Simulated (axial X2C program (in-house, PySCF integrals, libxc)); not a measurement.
# Potential curves of TiH⁺, two-component

Computed with an in-house all-electron X2C program for linear molecules (integrals from PySCF). Two-component (2c) means X2C with spin–orbit coupling and atomic mean-field two-electron Coulomb and Gaunt terms. Basis: Ti dyall-cv3z [10s10p6d4f2g], H dyall-v3z [6s2p1d] (cores contracted in-house); Gaussian nuclei, density fitting, unrestricted open shells. Masses: Ti 47.948 u, H 1.008 u.

State: Ω = 2 (⟨Sz⟩ = -1.00, ⟨Lz⟩ = 3.00 at HF). Energies in cm⁻¹ from the fragments at the same level (Ti+ + H). Fits are polynomials in 1 − R0/R over 0.85 to 1.23 times the lowest point R0.

```csv
R (Å),CCSD(T)
1.5434,-18261
1.5942,-19109
1.6451,-19609
1.6960,-19815
1.7554,-19747
1.8147,-19408
1.8910,-18660
```

Correlated methods: 12 electrons correlated (number of frozen shells: Ti 2 s, 1 p; H none), 214 virtual spin orbitals or spinors in MP2, 90 natural virtuals in coupled cluster.

The state is one determinant whose occupation by symmetry is held fixed; it was picked as the lowest of a PBE0 search that is not exhaustive. Dissociation energies refer to the lowest single-determinant-based atoms at the same level and basis. Coupled cluster ran in a truncated set of natural virtual spinors; the MP2 energy of the rest was added. (T) has no such correction and the atoms are truncated less, which lowers De at CCSD(T) by a hundredth of an eV or more. In 2c an atomic determinant is not the ground J level, so De misses part of the atomic spin–orbit lowering. This holds for CCSD(T). Other states lie close and PBE0, whose exact exchange favours high spin, may order them wrongly; the determinant shown need not be the ground state. The nearest other 2c determinant of the search, Ω = 4, lies 0.04 eV up at the distance of the search. With several unpaired electrons one determinant need not be a pure state. Coupled cluster ran on the points near the minimum only. MP2 and coupled cluster on one determinant become unreliable at the stretched end.

(1) What are Re, ωe and De at the CCSD(T) level?

## Answers

(1) At CCSD(T), 2c: Re = 1.712 Å, ωe ≈ 1750 cm⁻¹, De = 2.46 eV to Ti+ + H; Be follows as 5.83 cm⁻¹.
